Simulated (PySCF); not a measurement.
Species: C7H9N.
SMILES with atom numbers: `[CH2:1]=[C:2]([CH3:3])/[C:4]([CH3:5])=[CH:6]/[C:7]#[N:8]` (hydrogens: H9, H10 on C1; H11, H12, H13 on C3; H14, H15, H16 on C5; H17 on C6)

Method: PySCF, PBE0-D3(BJ)/def2-SVP geometry optimisation, gas phase.

Entries marked ? are missing. Bonds in one row agree within 0.01 Å.

```json
{"coordinate": "C1=C2", "value": "?"}
{"coordinate": "C2–C3", "value": "1.502 Å"}
{"coordinate": "C2–C4", "value": "?"}
{"coordinate": "C4–C5", "value": "?"}
{"coordinate": "C4=C6", "value": "1.358 Å"}
{"coordinate": "C6–C7", "value": "1.422 Å"}
{"coordinate": "C7≡N8", "value": "?"}
{"coordinate": "C1–H9", "value": "1.093 Å"}
{"coordinate": "C1–H10", "value": "1.091 Å"}
{"coordinate": "C3–H11, C3–H12, C3–H13", "value": "1.100 Å"}
{"coordinate": "C5–H14, C5–H15, C5–H16", "value": "1.100 Å"}
{"coordinate": "C6–H17", "value": "1.092 Å"}
{"coordinate": "C1–C2–C3", "value": "?"}
{"coordinate": "C1–C2–C4", "value": "120.7°"}
{"coordinate": "C3–C2–C4", "value": "118.8°"}
{"coordinate": "C2–C4–C5", "value": "?"}
{"coordinate": "C2–C4–C6", "value": "119.9°"}
{"coordinate": "C5–C4–C6", "value": "?"}
{"coordinate": "C4–C6–C7", "value": "123.5°"}
{"coordinate": "C6–C7–N8", "value": "178.9°"}
```

Question: Fill in the missing values.

Answer: 
- C1=C2 = 1.345 Å, drawn double (terminal =CH2 carbon to fully substituted alkene carbon); 0.11 Å below the sum of covalent radii, 1.46 Å.
- C2–C4 = 1.475 Å, drawn single (both ends fully substituted alkene carbon); 0.01 Å above the sum of covalent radii, 1.46 Å.
- C4–C5 = 1.497 Å, drawn single (fully substituted alkene carbon to allylic carbon); 0.01 Å above the sum of covalent radii, 1.49 Å.
- C7≡N8 = 1.162 Å, drawn triple (nitrile carbon to nitrile nitrogen); 0.24 Å below the sum of covalent radii, 1.40 Å.
- C1–C2–C3 = 120.5°, at the fully substituted alkene carbon; the outer atoms are 2.474 Å apart.
- C2–C4–C5 = 119.3°, at the fully substituted alkene carbon; the outer atoms are 2.564 Å apart.
- C5–C4–C6 = 120.9°, at the fully substituted alkene carbon; the outer atoms are 2.484 Å apart.

Radii are Cordero's, carbon taken as 0.76, 0.73 or 0.69 Å for four, three, and two or fewer neighbours.

PBE0-D3(BJ)/def2-SVP frequencies: not computed here. The numbers are those of one conformer (C1–C2–C4–C5 0°).
